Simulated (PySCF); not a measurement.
Species: C₂H₆S₂.
Atom-mapped SMILES: `[CH3:1][S:2][S:3][CH3:4]` (hydrogens: H5, H6, H7 on C1; H8, H9, H10 on C4)

Computed, not measured: PBE0-D3(BJ)/def2-SVP geometry optimisation, gas phase (PySCF).

Problem. Give the optimised bond lengths and angles.

Solution. 
```
                  bond  length (Å)
          C1–S2, S3–C4       1.812
                 S2–S3       2.058
C1–H5 and 5 like bonds       1.099
```

Bonds in one row agree within 0.01 Å and their mean is given. A selection of angles:
```
   angle  degrees
S2–C1–H5    106.2
S2–C1–H6    110.8
H5–C1–H6    109.2
C1–S2–S3    102.4
```

Torsions: C1–S2–S3–C4 87° (synclinal). The mirror-image conformer, all signs reversed, is as good.

S2 (disulfide sulfur) is bent (angle 102.4°).

Point group: C2 (every atom within 0.08 Å of its image). Stationary, but not proved a minimum. The numbers are those of one conformer.

---

Compound: CH3S (doublet state).
Bonds: C1–S2. Hydrogens: H3, H4, H5 on C1.

Structure optimised with GFN2-xTB, isolated species. This method treats the open shell by occupation alone, without spin polarisation.

Task: List the bond lengths and angles at this level.

Result: 
| bond | length (Å) |
| --- | --- |
| C1–S2 | 1.792 |
| C1–H3, C1–H4, C1–H5 | 1.087 |

Bonds in one row agree within 0.01 Å and their mean is given. A selection of angles:
| angle | degrees |
| --- | --- |
| S2–C1–H3 | 108.9 |
| H3–C1–H4 | 110.1 |

Point group: C3v (tolerance 0.08 Å). Not checked by GFN2-xTB frequencies.

These are computed values.

---

Species: Co(SH)2 (quartet state).
Bonds: Co1–S2, Co1–S4. Hydrogens: H3 on S2; H5 on S4.

Method used: PBE0-D3(BJ)/def2-SVP geometry optimisation, gas phase in PySCF.

What internal coordinates does the optimisation give?

| bond | length (pm) |
| --- | --- |
| Co1–S2, Co1–S4 | 218.6 |
| S2–H3, S4–H5 | 135.5 |

Bonds in one row agree within 1 pm and their mean is given. A selection of angles:
| angle | degrees |
| --- | --- |
| S2–Co1–S4 | 180.0 |
| Co1–S2–H3 | 94.0 |

Co1 (cobalt bonded to 2 S) is linear (angle 180.0°).

Point group: C2h (every atom within 0.08 Å of its image). PBE0-D3(BJ)/def2-SVP frequencies: not computed here. ⟨S²⟩ = 3.760 (exact for a quartet: 3.75).

Neither the SCF state along the optimisation nor the shape of the open-shell metal species was proved the lowest: other solutions of the same spin, or a structure of lower symmetry, can lie below.

---

GeH6OSi.
Bonds: Si1–O2, O2–Ge3. Hydrogens: H4, H5, H6 on Si1; H7, H8, H9 on Ge3.

Method used: PBE0-D3(BJ)/def2-SVP geometry optimisation, gas phase (PySCF).

Q: List the bond lengths and angles at this level.

A: 
```
                  bond  length (pm)
                Si1–O2        165.4
                O2–Ge3        177.7
Si1–H4, Si1–H5, Si1–H6        149.5
Ge3–H7, Ge3–H8, Ge3–H9        153.8
```

Bonds in one row agree within 1 pm and their mean is given. A selection of angles:
```
     angle  degrees
 O2–Si1–H4    108.9
 O2–Si1–H5    110.9
 H4–Si1–H5    108.9
 H5–Si1–H6    108.2
Si1–O2–Ge3    137.8
 O2–Ge3–H7    108.5
 H7–Ge3–H8    111.4
```

Si1 (oxygen-bound silicon) is tetrahedral (angles from 108.2° to 110.9°). Ge3 (germanium bonded to O and 3 H) is tetrahedral (angles from 106.5° to 111.4°).

Stationary, but not proved a minimum.
